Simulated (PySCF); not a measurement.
Si(F)(Br)2(Me), CH3Br2FSi, SMILES F[Si](Br)(Br)C, B3LYP/def2-SVP optimised geometry.

```
8

C     -0.57     0.61     0.00
Si     0.05    -1.14     0.00
F      1.67    -1.14     0.00
Br    -0.60    -2.23    -1.82
Br    -0.60    -2.23     1.82
H     -0.21     1.14     0.90
H     -1.67     0.64     0.00
H     -0.20     1.14    -0.90
```

Density from B3LYP/def2-TZVP (PySCF) at that geometry.

Minimum of the electron density along straight lines between bonded atoms, close to the bond critical point (lines longer than 1.1 times the sum of covalent radii, or with two minima, are not listed):

```json
[
 {"bond": "C1–Si2", "length / Å": "1.856", "ρ at the minimum / e bohr⁻³": "0.132", "∇²ρ there / e bohr⁻⁵": "0.14", "position (fraction from the first atom)": "0.61"},
 {"bond": "Si2–F3", "length / Å": "1.621", "ρ at the minimum / e bohr⁻³": "0.133", "∇²ρ there / e bohr⁻⁵": "0.88", "position (fraction from the first atom)": "0.42"},
 {"bond": "Si2–Br4", "length / Å": "2.225", "ρ at the minimum / e bohr⁻³": "0.093", "∇²ρ there / e bohr⁻⁵": "0.04", "position (fraction from the first atom)": "0.35"},
 {"bond": "Si2–Br5", "length / Å": "2.225", "ρ at the minimum / e bohr⁻³": "0.093", "∇²ρ there / e bohr⁻⁵": "0.04", "position (fraction from the first atom)": "0.35"},
 {"bond": "C1–H6", "length / Å": "1.101", "ρ at the minimum / e bohr⁻³": "0.268", "∇²ρ there / e bohr⁻⁵": "-0.89", "position (fraction from the first atom)": "0.64"},
 {"bond": "C1–H7", "length / Å": "1.100", "ρ at the minimum / e bohr⁻³": "0.269", "∇²ρ there / e bohr⁻⁵": "-0.89", "position (fraction from the first atom)": "0.64"},
 {"bond": "C1–H8", "length / Å": "1.101", "ρ at the minimum / e bohr⁻³": "0.268", "∇²ρ there / e bohr⁻⁵": "-0.89", "position (fraction from the first atom)": "0.64"}
]
```
